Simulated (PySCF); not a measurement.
Static response to an electric field

TiEt2Cl2, C₄H₁₀Cl₂Ti (singlet state).
Cartesian coordinates in Å at the PBE0-D3(BJ)/def2-SVP level; atoms count from 1:
```
atom  x, y, z in Å
Ti1   -0.3959    0.0860   -0.3992
C2    -0.7157   -0.0724    1.5950
C3    -2.1910   -0.0020    1.9523
H4    -0.1265    0.7553    2.0350
H5    -0.2431   -1.0282    1.8911
H6    -2.3531   -0.0489    3.0429
H7    -2.6464    0.9354    1.5960
H8    -2.7521   -0.8352    1.5015
C9     1.6028   -0.0808   -0.6868
C10    1.9759    0.0175   -2.1571
H11    1.8830   -1.0507   -0.2336
H12    2.0473    0.7272   -0.0747
H13    3.0652   -0.0693   -2.3110
H14    1.4986   -0.7808   -2.7464
H15    1.6624    0.9817   -2.5866
Cl16  -0.9934    2.1100   -1.0032
Cl17  -1.3466   -1.6455   -1.3551
```

Level: wB97X-D/def2-SVPD (PySCF), static field, nuclei fixed, core orbitals frozen in the response. The polarisability tensor in these axes (au):

```
x   122.54   0.43 -16.40
y     0.43 110.26   0.37
z   -16.40   0.37 122.00
```

Q: Diagonalise the tensor; give its mean and Δα, where Δα² is half the sum of the squared differences of the eigenvalues.

A: Principal values 105.80, 110.33 and 138.67 au; mean 118.26 au = 17.52 Å³ = 19.50 × 10⁻⁴⁰ C²·m²/J; Δα = 30.85 au (26 % of the mean).

Q: What is the dipole moment, and where does it point?

A: (1.77, -0.34, 1.78) D, 2.53 D in size, pointing from the negative to the positive side. Measured along this direction, the outermost atoms are Cl16 and Cl17 at the negative end and H5, H11, H12 and H4 at the positive end.

Q: Find the Langevin capture rate constant for NH4+ (18.034 u) meeting this molecule (175.964 u), k = 2.342 × 10⁻⁹ cm³/s × √(α in Å³ / reduced mass in u).

A: The reduced mass is 16.36 u, so k = 2.42 × 10⁻⁹ cm³/s. The formula leaves out the permanent dipole, which adds to the capture rate.

Q: Traceless (Buckingham) quadrupole moment about the centre of nuclear charge: eigenvalues?

A: -7.29, 0.38, 6.91 D·Å. The values depend on the origin, since the dipole doesn't vanish. The electronic extent ⟨r²⟩ about the same centre is 1635 bohr², a root-mean-square distance of 2.26 Å for the 90 electrons.

Q: Sum over states: ᾱ = Σ f/ω², ω in Eh. What share falls to these 15 lowest TDDFT singlets (eV, f)? 3.17, 0.0001; 3.38, 0.0000; 3.44, 0.0001; 3.48, 0.0003; 4.01, 0.0000; 4.06, 0.0011; 4.70, 0.0066; 4.94, 0.0108; 5.41, 0.0000; 5.50, 0.0109; 5.62, 0.0000; 5.65, 0.0009; 5.80, 0.0067; 5.85, 0.3951; 5.94, 0.0002.

A: They add up to 9.61 au, 8.1 % of the 118.26 au; the largest single term is 8.55 au, from the state at 5.85 eV. Terms in order: 0.01, 0.00, 0.01, 0.02, 0.00, 0.05, 0.22, 0.33, 0.00, 0.27, 0.00, 0.02, 0.15, 8.55, 0.00 au. Higher excitations give the rest. The strengths listed sum to 0.433.

Q: In a dilute gas of rigid molecules at 298 K, how does the orientational term μ²/3kT compare with the electronic polarisability?

A: In Gaussian units μ²/3kT = 51.84 Å³ against 17.52 Å³, a ratio of 2.96; the Debye molar polarisation (4π/3)N_A(α + μ²/3kT) is 175.0 cm³/mol, leaving out the vibrational part.

Isolated species at its PBE0-D3(BJ)/def2-SVP geometry, gas phase.

wB97X-D is run here without its empirical dispersion term; that term would change no orbital, density or response property at a fixed geometry.
